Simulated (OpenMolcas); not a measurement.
**Levels of As3+ by method**

```json
{"Program": "OpenMolcas", "Basis": "ANO-RCC-VTZP [6s5p3d1f]", "Scalar Hamiltonian": "DKH2, point nucleus", "Active space": "2 electrons in 8 orbitals (4s 4p 5s 5p)", "State averaging": "2S+1 = 3 even, 3 roots; 2S+1 = 1 even, 7 roots; 2S+1 = 3 odd, 3 roots; 2S+1 = 1 odd, 3 roots", "Spin-orbit coupling": "RASSI with atomic mean-field integrals over the reference wave functions, term energies averaged over their components"}
```

Methods on the same reference wave functions:
A. CASSCF
B. SS-CASPT2, IPEA 0.25 Eh, imaginary shift 0.1 Eh (closed shells correlated: 3d)
C. MS-CASPT2, IPEA 0.25 Eh, imaginary shift 0.1 Eh (closed shells correlated: 3d)

Energies in eV above 4s² ¹S₀, the measured ground level; measured values from Moore, Atomic Energy Levels, vol. II, NSRDS-NBS 35 (1971 reprint of NBS Circular 467, 1952).

```csv
Level,A,B,C,Measured
4s² ¹S₀,0.0000,0.0000,0.0000,0.0000
4s 4p ³P°₀,9.1141,9.077,9.080,
4s 4p ³P°₁,9.2421,9.204,9.207,9.5421
4s 4p ³P°₂,9.5134,9.476,9.479,9.8558
4s 4p ¹P°₁,15.0057,14.119,14.123,13.8890
```

Deviations, from unrounded energies. A percentage is the sum of absolute deviations over the sum of measured energies, with the sign that they share, or ± where signs differ.

```csv
Against measurement,Levels,A,B,C
mean absolute deviation (cm-1),3,4700,2500,2500
other configurations (%),3,±5.3,±2.8,±2.8
```

B, C lie about equally close to measurement and A furthest from it. The largest miss of C in the table is 4s 4p ³P°₂, by -3000 cm-1. The ranking rests on the paired levels alone, and a cruder setting can come out closer through cancelling errors.

Between B and C the level of the table that moves most is 4s 4p ¹P°₁, by 27 cm-1 (lowest in B, highest in C). Moves below CASPT2's spread within the term are not significant.

The lowest spin-free term lies below A's lowest term by 0.042 hartree in B, 0.042 hartree in C.

Over all roots computed the reference weight is 0.92 to 0.99 in B, 0.92 to 0.99 in C; the roots of lowest weight are the least certain, and an intruder state may touch them. Active for correlation alone: 5p 5s; no level in the range computed is led by a configuration that fills them, so any true level of that kind is missing. Computed and measured levels are paired by configuration, term and J; levels that our copy of the source lacks, or whose pairing is in doubt (as where it misses far off the trend of its configuration), stay unpaired and out of the deviations. Only configurations of the active space appear. Levels that lie high or do not pair safely by name in every column are left out.

° marks odd parity.
